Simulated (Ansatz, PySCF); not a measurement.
Molecule: SbBr2, charge -1, multiplicity 1. 
Geometry from a B3LYP-D3(BJ)/def2-TZVP (Ansatz, an electronic-structure program) optimisation:
```
Sb
Br 1 2.6503
Br 1 2.6503 2 99.68
```
Charge -1, spin multiplicity 1.

Total electronic energies in hartree. Cores are frozen in the correlated levels unless marked. Spin-orbit coupling is left out. The frozen core is the preceding noble-gas configuration, with the filled d and f shells of earlier blocks. Past Kr the def2 sets carry scalar-relativistic core potentials. STO-3G rows are all-electron and non-relativistic. CBS(X,Y): correlation extrapolated as X^-3; Hartree-Fock from the larger set. The bracket is a focal-point correction in the basis named.

```csv
level,program,energy (Eh)
HF/def2-QZVPPD,Ansatz,-5384.33015
PBE/def2-TZVPD,Ansatz,-5387.93905
BLYP-D3(BJ)/def2-TZVPD,Ansatz + dftd3,-5388.72930
TPSS/def2-TZVPD,PySCF,-5388.43512
r2SCAN-D3(BJ)/def2-TZVPD,Ansatz + dftd3,-5388.77795
PBE0-D3(BJ)/def2-TZVP,Ansatz + dftd3,-5388.12547
PBE0/def2-TZVP,Ansatz,-5388.12167
PBE0/def2-QZVPP,Ansatz,-5388.23063
TPSSh-D3(BJ)/def2-TZVPD,PySCF + dftd3,-5388.46566
r2SCAN0-D4/def2-TZVPD,Ansatz + dftd4,-5388.74472
HSE06-D4/def2-TZVPD,Ansatz + dftd4,-5388.13652
CAM-B3LYP-D3(BJ)/def2-TZVPD,Ansatz + dftd3,-5388.95966
CAM-B3LYP/def2-TZVPD,Ansatz,-5388.95520
B2PLYP-D3(BJ)/def2-TZVPD,Ansatz + dftd3,-5387.60475
B2PLYP/def2-TZVPD,Ansatz,-5387.59981
PBE-QIDH/def2-TZVPD,Ansatz,-5387.13989
RPA@PBE/def2-QZVPP,Ansatz,-5385.09774
MP2/STO-3G,Ansatz,-11340.71511
RI-MP2/def2-QZVPPD,Ansatz,-5384.81387
CCSD/STO-3G,Ansatz,-11340.72375
CCSD/def2-SVP,Ansatz,-5383.92957
CCSD(T)/STO-3G,Ansatz,-11340.72409
"RI-MP2/CBS(def2-TZVPPD,def2-QZVPPD)+[CCSD(T)-MP2]/def2-TZVPPD",Ansatz,-5384.9080
```

Totals of different functionals don't rank their quality; only differences between species are comparable.
